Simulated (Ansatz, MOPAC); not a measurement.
Pair of molecules: NH3 (SMILES N) (first 4 atoms) with H4OSi (SMILES O[SiH3]); geometry from B3LYP-D3(BJ)/def2-TZVP.
(charge 0, multiplicity 1):
```xyz
10

N      0.440    -0.217     0.107
H      0.433     0.735    -0.244
H      1.259    -0.679    -0.272
H     -0.378    -0.688    -0.263
O      0.622    -0.355     2.925
Si    -0.548     0.320     3.847
H      0.544    -0.299     1.945
H     -0.687     1.783     3.609
H     -0.177     0.102     5.263
H     -1.885    -0.287     3.604
```

Counterpoise-corrected where a basis set is named; no monomer relaxation.

Correlated levels freeze the cores. The state reached by PM7 isn't checked; PM7 holds dispersion and hydrogen-bond terms.

Run with Ansatz (a program for electronic structure) with Gaussian orbitals; MOPAC for PM7 (differences of heats of formation). Values without a source in brackets are computed.

Task: One of these levels gives -375.5 meV for the interaction energy. Which?
A) BHLYP/def2-TZVPPD
B) r2SCAN/def2-TZVPPD
C) CCSD/aug-cc-pV(D+d)Z
D) PM7

Result: A, BHLYP/def2-TZVPPD. The others give -289.4 (PM7), -418.5 (r2SCAN/def2-TZVPPD), -335.2 (CCSD/aug-cc-pV(D+d)Z)
